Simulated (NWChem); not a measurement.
System: C5H7O, doublet; SMILES [CH]1CC(=O)CC1

The following NWChem deck was run.

```
start job
memory heap 200 mb stack 900 mb global 1100 mb
geometry units angstroms noautosym nocenter noautoz
  O     -0.051708     2.103048     0.059590
  C     -0.005587     0.895278    -0.006058
  C      1.280153     0.053577    -0.034694
  C      0.804761    -1.358455    -0.009029
  C     -0.692416    -1.476111     0.079751
  C     -1.224158    -0.035535    -0.085073
  H      1.923213     0.337070     0.815352
  H      1.864210     0.317782    -0.933234
  H      1.466978    -2.216569     0.018661
  H     -1.003620    -1.903344     1.047730
  H     -1.098797    -2.157853    -0.681526
  H     -1.697543     0.119936    -1.062982
  H     -1.961986     0.259268     0.667679
end
basis spherical
  O library def2-svp
  C library def2-svp
  H library def2-svp
end
dft
  odft
  mult 2
  xc m06-2x
  iterations 150
end
cosmo
  dielec 2.0
end
task dft energy
```

Geometry: optimised at B3LYP/6-31G* (spherical d), spin-unrestricted. No stability test was run on the SCF state.

Level: M06-2X/def2-SVP with COSMO at NWChem's default radii, gas-phase geometry; the question gives the dielectric constant. Reactions with the solvent are ignored.

Give the results of this calculation. (M06-2X/def2-SVP, spin-unrestricted, COSMO on the gas-phase geometry.) Quantities: electrostatic solvation energy (kcal/mol); dipole in solution (D).


```yaml
electrostatic solvation energy (kcal/mol): -2.4
dipole in solution (D): 3.10
```
